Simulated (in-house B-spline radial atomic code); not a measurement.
Cu⁺. Computed with a B-spline radial atomic code. Model: all-electron spherical atom, spin shells full or empty, radial basis limit, no spin-orbit coupling, Breit or QED, empty-state partial waves extrapolated as (l+1/2)^-4, RPA, G0W0 and static COHSEX of the highest shell as one setting changes (uncorrelated shells keep exact exchange).

Empty levels are discrete states of a finite basis, so the steps are uneven.

Given: element Cu; charge 1; filled core Ar; hamiltonian one-electron scalar X2C; mean-field start Hartree-Fock; highest l of empty states 9; nuclear rms radius 3.8823 fm; lowest nl shells left uncorrelated 0; highest mean-field shell 3d; box radius 23.78 bohr.

Shell: 3d 5 5 (electrons up and down).

| highest empty level kept (hartree) | RPA correlation energy (hartree) | G0W0 level (eV) | G0W0 minus most complete (meV) | COHSEX level (eV) | linearised minus solved G0W0 (meV) |
| --- | --- | --- | --- | --- | --- |
| 1.33 | -0.087236 | -18.395 | 1862.6 | -18.181 | -19.9 |
| 2.67 | -0.20661 | -18.315 | 1942.6 | -18.283 | -17.6 |
| 4.67 | ? | ? | ? | ? | ? |
| 8 | ? | ? | ? | ? | ? |
| 13.33 | -0.80305 | -19.192 | 1064.8 | -20.635 | -9.4 |
| 24 | -1.0483 | -19.575 | 682.2 | -21.809 | -6.9 |
| 40 | -1.2429 | -19.851 | 405.9 | -22.646 | -5.4 |
| 80 | -1.4547 | -20.096 | 161.6 | -23.369 | -4.1 |
| 160 | -1.6066 | -20.194 | 63.7 | -23.649 | -3.7 |
| 333.33 | -1.7572 | -20.242 | 15.1 | -23.778 | -3.5 |
| 800 | -1.8721 | -20.255 | 1.9 | -23.813 | -3.4 |
| 2666.7 | -1.9306 | -20.257 | 0 | -23.818 | -3.4 |

(1) What follows for highest empty level kept = 4.67?

(2) What follows for highest empty level kept = 8?

Results:

(1) RPA correlation energy -0.36738 hartree; G0W0 level -18.521 eV; G0W0 minus most complete 1736.5 meV; COHSEX level -18.823 eV; linearised minus solved G0W0 -14.8 meV.

(2) RPA correlation energy -0.61441 hartree; G0W0 level -18.903 eV; G0W0 minus most complete 1354.6 meV; COHSEX level -19.826 eV; linearised minus solved G0W0 -11.5 meV.
